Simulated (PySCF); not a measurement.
C2H2N3, SMILES [N]1C=NC=N1, multiplicity 2. Atoms are numbered in the order given.

```xyz
7

C      0.0000     1.0508     0.3286
N      0.0000     0.0000     1.1578
C      0.0000    -1.0508     0.3286
N      0.0000    -0.6184    -0.9472
N      0.0000     0.6184    -0.9472
H      0.0000     2.1016     0.6066
H      0.0000    -2.1016     0.6066
```
Charge 0, spin multiplicity 2.

The structure is a stationary point at PBE0-D3(BJ)/def2-SVP. The isomer is the one that the SMILES or the coordinates give; other isomers of the formula were not compared.

These are PBE0/pcH-1 (PySCF) values and carry that method's errors.

Unrestricted Kohn–Sham, ⟨S²⟩ = 0.756. Hyperfine tensors hold the contact and dipolar terms, without spin-orbit corrections.

Computed hyperfine couplings:
| nucleus | A(iso) (MHz) | A(iso) (G) | dipolar principal values (MHz) |
|---|---|---|---|
| 13C no. 1 | 126.7 | 45.2 | -18.6, -9.7, 28.3 |
| 14N no. 2 | -2.5 | -0.9 | -2.4, -0.8, 3.2 |
| 13C no. 3 | 126.7 | 45.2 | -18.6, -9.7, 28.3 |
| 14N no. 4 | 184.3 | 65.7 | -20.0, -15.9, 35.9 |
| 14N no. 5 | 184.3 | 65.7 | -20.0, -15.9, 35.9 |
| 1H no. 6 | -5.3 | -1.9 | -7.2, -3.4, 10.6 |
| 1H no. 7 | -5.3 | -1.9 | -7.2, -3.4, 10.6 |

Problem. And the g tensor (effective nuclear charges for spin-orbit coupling, GIAO)? (Estimate from the structure and the level; the computed values follow.)

Solution. principal values 2.0025, 2.0071, 2.0111; isotropic 2.0069.
